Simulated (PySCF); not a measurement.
1,3-cyclohexadiene, SMILES C1=CCCC=C1 (C₆H₈) at its B3LYP/def2-SVP optimised geometry (Å):

```
14

C     -1.2564     0.7324     0.3424
C     -1.8105    -0.1931     1.1485
C     -1.0080    -1.3037     1.6755
C      0.2051    -1.5799     1.1602
C      0.7441    -0.7761     0.0000
C      0.2137     0.6669     0.0000
H     -1.8461     1.5799    -0.0210
H     -2.8620    -0.1192     1.4410
H     -1.4237    -1.9169     2.4805
H      0.7872    -2.4300     1.5295
H      0.4440    -1.2833    -0.9407
H      1.8461    -0.7761     0.0000
H      0.4123     1.1450    -0.9728
H      0.7700     1.2683     0.7491
```

Computed with B3LYP/def2-TZVP run with PySCF. Cells within 0.4 Å of a nucleus heavier than hydrogen are left out (blank, or x).

Map of the electron localisation function on the plane z = 1.0 Å:

```
|00000000000000000000000000000|
|00000000000000000000000000000|
|00000000000000000000000000000|
|00000000000000000000000000000|
|00000000000000000100000000000|
|00000011110000014653100000000|
|00000123321000048998510000000|
|00000134442100279999840000000|
|00000024554210399999961000000|
|00000013565421499999961000000|
|00000013666542599999830000000|
|01211114787643489998400000000|
|36775336898642357752000000000|
|69999755798521122210000000000|
|8999996xx56300011100000000000|
|8999996xx25200012211123310000|
|69999862266311245422345530000|
|37887656887433577642245530000|
|02443345776566458742122210000|
|00000124566787xx3641000000000|
|00000012467897xx2641000000000|
|00000002467887447863000000000|
|00000002356776689986200000000|
|00000001245555689998510000000|
|00000001123333579999610000000|
|00000000011111368998610000000|
|00000000000000147886300000000|
|00000000000000012432000000000|
|00000000000000000000000000000|
```
Scale: ten equal steps from 0.000 (start of '0') to 0.999 (end of '9'), in the order '0123456789'; x runs from -4.00 to 4.00, y from -4.00 (bottom) to 4.00 (top).
